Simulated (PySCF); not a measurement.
## Ti: ionisation energy

Ti [Ar] 3d2 4s2 (3F) → Ti⁺ [Ar] 3d2 4s1 (4F), as a difference of total energies. All numbers are calculated (PySCF 2.14, the non-relativistic Hamiltonian (point nucleus), in dyall-av2z). Correlated levels: valence: [Ar] frozen; virtual orbitals above 40 to 60 times the deepest correlated orbital energy dropped. The calculations carry no spin-orbit coupling.

```json
{"method": "UHF", "ionisation energy (eV)": "5.527", "difference from reference (eV)": "-1.301"}
{"method": "MP2 (valence)", "ionisation energy (eV)": "6.291", "difference from reference (eV)": "-0.537"}
{"method": "SCS-MP2 (valence)", "ionisation energy (eV)": "6.451", "difference from reference (eV)": "-0.377"}
{"method": "CCSD (valence)", "ionisation energy (eV)": "6.557", "difference from reference (eV)": "-0.271"}
{"method": "CCSD(T) (valence)", "ionisation energy (eV)": "6.598", "difference from reference (eV)": "-0.230"}
```

Reference: 6.828 eV (measured; NIST levels, between the centres of gravity of the two terms).

These non-relativistic numbers lack the scalar-relativistic shift.

Errors of the correlated levels include the incompleteness of this basis and the frozen core.
